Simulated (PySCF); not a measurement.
Harmonic spectrum computed at PBE0 in the def2-TZVP basis family (core potentials from Rb on, PySCF, no spin–orbit coupling):

| symmetry | ω (cm⁻¹) | IR (km/mol, summed over degenerate members) |
| --- | --- | --- |
| e | 73 | 5.7 |
| a1 | 78 | 4.4 |
| a1 | 293 | 7.2 |
| e | 304 | 94.5 |

Q: Which molecule gave it? In each, all ligands are bound to the one heavy central atom.
A. SiCl₃ (doublet)
B. GaCl₃ (singlet)
C. WCl₃ (quartet)
D. PbCl₃ (doublet)

A: D. It has C3v symmetry with Pb–Cl 2.448 Å (×3).
